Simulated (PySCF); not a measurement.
Delta-SCF ions had no search for a lower state. 

# H5O2Si2, SMILES `[O-][SiH2]O[SiH3]` (O–Si–O–Si torsion 1°) (charge -1, multiplicity 1)

Method: TPSSh-D3(BJ)/def2-TZVPD // CAM-B3LYP-D3(BJ)/def2-TZVPD (PySCF).

The HOMO comes out as -1.07 eV and the vertical detachment energy (Delta-SCF) is 3.83 eV. The total energy is -732.7423 Ha and the cost is about 6 core-minutes (a rough figure).

```xyz
9

O      1.0985     0.5817    -1.5881
Si     1.4861     0.2431    -0.1237
O      0.1352    -0.1704     0.8237
Si    -1.3960    -0.2343     0.3151
H      2.1148     1.3429     0.6951
H      2.3937    -0.9423     0.0924
H     -2.2366    -0.6515     1.4773
H     -1.9469     1.0669    -0.1402
H     -1.6487    -1.2359    -0.7508
```
Charge -1, spin multiplicity 1.
